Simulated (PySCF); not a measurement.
## Calculated NMR data

All values are calculated (PySCF): geometry from GFN2-xTB, shielding tensors at PBE0/pcSseg-1 (GIAO). One computed conformer, non-relativistic Hamiltonian, equivalent nuclei averaged, gas phase.

Shifts are taken against calculated references (same method and geometry level): 1H (σref 31.72), 13C (σref 186.93) vs TMS. Splittings of carbon signals by F and P are missing where no couplings were computed. Where no couplings were computed, multiplicities follow the n + 1 count of equivalent neighbours, and m marks all less simple cases (inequivalent or close neighbours, rings, F or P nearby). Shifts are as computed. Against solution values, carbons near 30 ppm lie about +3 ppm off and those near 130 ppm about +5 ppm; carbons on Cl a further +6 ppm. Of 1309 compounds with measured shifts, 239 miss one by over three times the rms of a fit or turn the order of signals round; such compounds aren't used in these exercises. Carbons bonded to Cl come out too deshielded.

**1.** SMILES C1[C@@H](C)[C@H](F)CC[C@H]1F, C7H12F2. 1H NMR (600 MHz, computed): δ 4.67 (m, 1H), 4.09 (m, 1H), 2.19 (m, 1H), 2.19 (m, 1H), 2.11 (m, 1H), 1.51 (m, 1H), 1.49 (m, 1H), 1.45 (m, 1H), 1.18 (m, 1H), 1.17 (d, 3H). 13C{1H} NMR (computed): δ 99.0, 93.9, 42.5, 39.8, 34.4, 33.4, 20.3.

**2.** `CC1=CC=C(O[SiH3])/C1=C/Cl`, C7H9ClOSi. 1H NMR (600 MHz, computed): δ 7.21 (s, 1H), 6.09 (d, 1H), 5.18 (d, 1H), 5.02 (s, 3H), 2.32 (s, 3H). 13C{1H} NMR (computed): δ 157.8 (C), 147.4 (C), 141.3 (CH), 135.4 (CH), 128.6 (C), 106.7 (CH), 19.9 (CH3).
